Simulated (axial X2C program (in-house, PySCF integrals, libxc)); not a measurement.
**Outer orbitals of PSe at 2.037 Å, LDA**

Calculated with an in-house all-electron X2C program for linear molecules (integrals from PySCF). Spin-free means the one-electron spin-free X2C Hamiltonian; two-component (2c) means X2C with spin–orbit coupling and atomic mean-field two-electron Coulomb and Gaunt terms, so the difference of the two also holds small scalar two-electron terms. Basis: Se dyall-v3z [8s9p6d1f], P dyall-v3z [8s7p2d1f] (cores contracted in-house); Gaussian nuclei, density fitting, unrestricted open shells. Masses: Se 79.917 u, P 30.974 u.

The distance is close to the 2c PBE0 minimum; the highest filled and lowest empty levels are listed.

Spin-free orbitals, state M_S = 1/2, Λ = 1 (beyond evenly filled blocks: π+α) (Löwdin shares):

```csv
symmetry,occupied,ε (eV),atomic character
σα,yes,-19.16,"61% Se s, 21% P s, 10% P p"
σβ,yes,-18.95,"62% Se s, 20% P s, 10% P p"
σα,yes,-13.69,"51% P s, 21% Se p, 19% Se s"
σβ,yes,-13.20,"50% P s, 23% Se p, 18% Se s"
σα,yes,-8.34,"43% P p, 40% Se p, 11% P s"
σβ,yes,-8.05,"43% P p, 39% Se p, 13% P s"
π+α,yes,-7.90,"58% Se p, 38% P p, 2% P d"
π-α,yes,-7.90,"58% Se p, 38% P p, 2% P d"
π-β,yes,-7.57,"62% Se p, 33% P p, 3% P d"
π+β,yes,-7.57,"62% Se p, 33% P p, 3% P d"
π+α,yes,-4.63,"56% P p, 35% Se p, 5% Se d"
π-α,no,-4.63,"56% P p, 35% Se p, 5% Se d"
π-β,no,-4.09,"60% P p, 31% Se p, 5% Se d"
π+β,no,-4.09,"60% P p, 31% Se p, 5% Se d"
σα,no,-0.80,"34% P p, 22% Se p, 20% P d"
```

A filled and an empty partner (Λ and −Λ, same spin) share one energy because the functional has no current term.

Spinors with spin–orbit coupling (state Ω = 1/2):

| ω | occupied | ε (eV) | atomic character | λ mixture |
| --- | --- | --- | --- | --- |
| -1/2 | yes | -19.16 | 61% Se s, 21% P s, 10% P p | 100% σ |
| 1/2 | yes | -18.95 | 62% Se s, 20% P s, 10% P p | 100% σ |
| -1/2 | yes | -13.68 | 51% P s, 21% Se p, 19% Se s | 100% σ |
| 1/2 | yes | -13.19 | 50% P s, 23% Se p, 18% Se s | 100% σ |
| -1/2 | yes | -8.34 | 42% P p, 41% Se p, 11% P s | 98% σ, 2% π |
| 1/2 | yes | -8.10 | 47% Se p, 39% P p, 9% P s | 68% σ, 32% π |
| 1/2 | yes | -7.91 | 52% Se p, 40% P p, 4% P s | 68% π, 32% σ |
| -3/2 | yes | -7.81 | 57% Se p, 39% P p, 2% P d | 100% π |
| -1/2 | yes | -7.63 | 63% Se p, 32% P p, 3% P d | 98% π, 2% σ |
| 3/2 | yes | -7.48 | 62% Se p, 34% P p, 3% P d | 100% π |
| 1/2 | yes | -4.68 | 57% P p, 34% Se p, 5% Se d | 100% π |
| -3/2 | no | -4.56 | 55% P p, 36% Se p, 4% Se d | 100% π |
| -1/2 | no | -4.13 | 62% P p, 29% Se p, 5% Se d | 100% π |
| 3/2 | no | -4.02 | 59% P p, 31% Se p, 5% Se d | 100% π |
| -1/2 | no | -0.78 | 34% P p, 22% Se p, 20% P d | 100% σ |

(1) How does the gap between the highest filled and lowest empty level change from the spin-free to the 2c table?

Mulliken charges and populations of the two-component result (they depend on the basis, above all on diffuse functions):

Se -0.01 e (s 7.92 p 16.01 d 10.08 f 0.01), P 0.01 e (s 5.92 p 8.94 d 0.12 f 0.01). ⟨Lz⟩ = 1.00 ħ and ⟨Sz⟩ = -0.50 ħ (-0.13 and -0.37 on the two atoms), which add up to Ω.

The state is a single determinant with fixed occupations, the lowest that a limited PBE0 search found. Density functionals use the spin component along the axis (collinear). Without a current term, density functionals place determinants with orbital angular momentum somewhat too high.

Answers

(1) From 0.00 to 0.12 eV at LDA, a change of 0.12 eV.
